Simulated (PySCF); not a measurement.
C₄H₉NOSi.
Z-matrix (Å and degrees, GFN2-xTB geometry), rows numbered from 1:
```
C 
N   1  1.2512
C   2  1.4206  1  123.00
C   3  1.5404  2  108.63  1  -119.10
C   4  1.5277  3  106.91  2    86.82
Si  5  1.9063  4  101.46  3    32.86
O   3  1.4090  2  115.55  1     3.09
H   1  1.0912  2  124.86  3    -1.80
H   1  1.0805  2  117.70  3   178.88
H   3  1.0987  2  106.01  1   121.97
H   4  1.0907  3  108.12  2  -155.03
H   4  1.0893  3  109.63  2   -36.28
H   5  1.0903  4  110.12  3   -85.11
H   5  1.0869  4  110.99  3   156.12
H   6  1.4573  5  114.68  4    94.58
H   6  1.4609  5  113.44  4  -131.97
```

Level of theory: TDDFT wB97X-D/def2-SVPD, vertical, gas phase, core orbitals frozen in the response (PySCF).

Kohn–Sham orbitals with the atoms that hold most of them (Löwdin shares over 4%, at most four atoms; ? is withheld):

```json
{"orbital": "HOMO-3", "ε (eV)": "-10.60", "atoms": "O7 43%, Si6 14%, H16 10%, N2 8%"}
{"orbital": "HOMO-2", "ε (eV)": "-10.48", "atoms": "C5 34%, Si6 20%, O7 14%, C4 8%"}
{"orbital": "HOMO-1", "ε (eV)": "-10.40", "atoms": "?"}
{"orbital": "HOMO", "ε (eV)": "?", "atoms": "N2 52%, O7 12%, C1 12%, C3 6%"}
{"orbital": "LUMO", "ε (eV)": "1.49", "atoms": "?"}
{"orbital": "LUMO+1", "ε (eV)": "2.04", "atoms": "Si6 37%, H16 12%, O7 11%, H15 11%"}
{"orbital": "LUMO+2", "ε (eV)": "2.23", "atoms": "Si6 34%, C5 9%, H15 8%, H14 7%"}
```

Problem. Which atoms hold the LUMO, and with what shares?

Solution. C1 (bonded to N and 2 H) 37%; N2 (bonded to 2 C) 33%; H8 (bonded to C) 8%; H9 (bonded to C) 7%. By element: carbon 37% or more, nitrogen 33%, hydrogen 15% or more.

Problem. Give the leading atoms of the HOMO-1.

Solution. N2 (bonded to 2 C) 20%; C1 (bonded to N and 2 H) 19%; C3 (bonded to C, N, O and H) 16%; C4 (bonded to 2 C and 2 H) 11%. By element: carbon 46% or more, nitrogen 20%.

Problem. What is the HOMO energy, and the HOMO–LUMO gap?

Solution. ε(HOMO) = -9.27 eV; the gap is 10.77 eV (0.3956 hartree).

Problem. How does S1 compare with the orbital gap of 10.77 eV?

Solution. S1 is at 5.07 eV (f = 0.0013), 5.69 eV below the gap, made of HOMO→LUMO (93%). 

Problem. Give energy, strength and leading configuration of S1, S2 and S7, and follow the Löwdin shares of the leading atoms from the occupied to the empty orbital.

Solution. 
- S1 (5.07 eV, f 0.0013), HOMO→LUMO (93%): N2 52% → 33%, O7 12% → at most 8%, C1 12% → 37%
- S2 (7.25 eV, f 0.0017), HOMO→LUMO+1 (71%): N2 52% → at most 11%, O7 12% → 11%, Si6 at most 6% → 37%, H16 at most 6% → 12%
- S7 (8.00 eV, f 0.0079), HOMO-2→LUMO (77%): C5 34% → at most 8%, Si6 20% → at most 8%, C1 at most 9% → 37%, N2 at most 9% → 33%

Time: 68 s; peak memory 0.91 GiB. Hardware: Intel Xeon at 2.70 GHz, one thread, shared host with 64 logical CPUs at a one-minute load of 61.

One conformer stands for the species.
